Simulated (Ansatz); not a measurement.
Consider the ligand exchange at the Si–C bond: `S[SiH2]C[SeH]` + `C=N` → `C=N[SiH2]S` + `C[SeH]`.

Calculated with Ansatz (gas phase, PBE0-D4/def2-TZVP geometries, no zero-point term in ΔE). CCSD(T)/CBS adds triple-zeta CCSD(T) − MP2 to the extrapolated MP2 energy (def2 sets, frozen cores). This one scheme is used for every species. Functionals use def2-TZVPP. B3LYP here is the variant with VWN-RPA as its local correlation; programs differ in this. For Se outer-core shells are correlated without core-valence functions, which leaves a few kJ/mol of doubt a bond. Scalar relativity is left out up to krypton. One conformer a species, not always the lowest.

`S[SiH2]C[SeH]`:

Cartesian coordinates in Å:
```
S -1.697 0.735 -1.948
Si -1.046 -0.017 -0.054
C 0.819 -0.153 0.041
Se 1.305 -0.542 1.900
H -1.206 1.970 -1.750
H -1.658 -1.362 0.053
H -1.525 0.856 1.049
H 1.317 0.760 -0.286
H 1.147 -0.980 -0.589
H 2.544 -1.265 1.582
```

`C=N`:

```xyz
5

C     0.347   -0.072   -0.164
N    -0.491   -0.172    0.773
H     0.179    0.476   -1.099
H     1.317   -0.560   -0.057
H    -1.352    0.328    0.548
```

`C=N[SiH2]S`:

Z-matrix (Å, degrees):
```
Si
N 1 1.739
S 1 2.128 2 110.0
H 1 1.481 2 106.5 3 -121.0
H 1 1.491 2 113.3 3 116.7
C 2 1.258 1 124.2 3 -115.9
H 3 1.344 1 94.1 2 -61.0
H 6 1.102 2 124.3 1 -0.2
H 6 1.096 2 120.3 1 179.7
```

`C[SeH]`:

```xyz
6

C     0.129    0.306   -0.433
Se    0.445   -1.053    0.927
H    -0.717    0.031   -1.059
H     1.032    0.337   -1.042
H    -0.028    1.279    0.027
H    -0.861   -0.901    1.580
```

Problem. Is it downhill or uphill in electronic energy at CCSD(T)/CBS, and by how much? (An estimate is asked.)

Solution. The calculation gave: Downhill: ΔE = -9.3 kcal/mol.

Problem. What do these levels give: B3LYP-D4, ωB97X-V, ωB97M-V, PBE0, HF/def2-QZVPP, SCS-MP2/def2-QZVPP? (Best estimate.)

Solution. Ansatz gave: B3LYP-D4 -11.0, ωB97X-V -10.2, ωB97M-V -10.0, PBE0 -9.9, HF/def2-QZVPP -13.6, SCS-MP2/def2-QZVPP -10.5 kcal/mol.

Largest T1 diagnostic among the species: 0.013.

The D4 term adds +0.9 kcal/mol with B3LYP and +0.5 kcal/mol with PBE0; it sums over pairs of atoms, weighted by their polarisabilities, and B3LYP, whose exchange is more repulsive, gets the larger term. In def2-TZVPP, CCSD(T) changes the Hartree–Fock value by +4.0 kcal/mol (the triples alone add +0.4 kcal/mol) and MP2 by +3.4 kcal/mol.
